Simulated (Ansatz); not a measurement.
Be8O8 (started as a model of: (BeO)8 cage of four- and six-membered rings) was relaxed with PBE0-D4 (def2-SVP) in Ansatz in these states: charge -1 doublet, neutral singlet. The geometries follow in no particular order.

A:

Cartesian coordinates in Å:
```
Be 0.381 -0.603 2.384
O -0.757 0.643 2.211
Be -1.561 -0.473 1.400
O -0.773 -1.777 1.527
Be 0.234 -1.610 0.364
O 1.342 -0.628 0.976
Be 1.594 0.546 0.068
O 0.533 1.839 -0.001
Be -0.674 1.300 0.818
O -1.810 0.344 0.041
Be -1.177 -0.218 -1.228
O -0.116 -1.481 -1.178
O 1.877 0.475 -1.512
Be 0.586 1.492 -1.515
O -0.424 0.636 -2.351
Be 0.745 -0.485 -2.004
```

B:

```csv
atom,x (Å),y (Å),z (Å)
Be1,1.445,0.767,1.470
O2,2.329,0.695,0.182
Be3,1.210,1.816,-0.274
O4,0.544,2.099,1.112
Be5,-0.627,1.046,1.211
O6,0.272,-0.209,1.829
Be7,0.047,-1.443,0.933
O8,0.862,-1.568,-0.510
Be9,1.498,-0.199,-0.819
O10,0.559,1.017,-1.455
Be11,-0.918,0.595,-1.326
O12,-1.694,0.760,0.136
O13,-1.343,-1.989,0.424
Be14,-0.588,-1.850,-1.034
O15,-1.529,-0.806,-1.718
Be16,-2.067,-0.733,-0.162
```

Q: Judge from the bond lengths which geometry belongs to which state (an estimate).

A: A is the charge -1 doublet (Be1–O4 1.856 Å, Be1–Be5 2.262 Å, Be1–O6 1.705 Å); B is the neutral singlet (Be1–O4 1.648 Å, Be1–Be5 2.107 Å, Be1–O6 1.567 Å).

At PBE0-D4/def2-SVP the highest occupied level of the relaxed charge -1 doublet lies above zero (up to 0.88 eV). Energy differences disagree on whether the electron is bound (positive means bound): -0.06 eV (each at its own geometry, against the charge 0 singlet, at PBE0-D4/def2-TZVP), but 0.16 eV at PBE-D4/def2-TZVP.
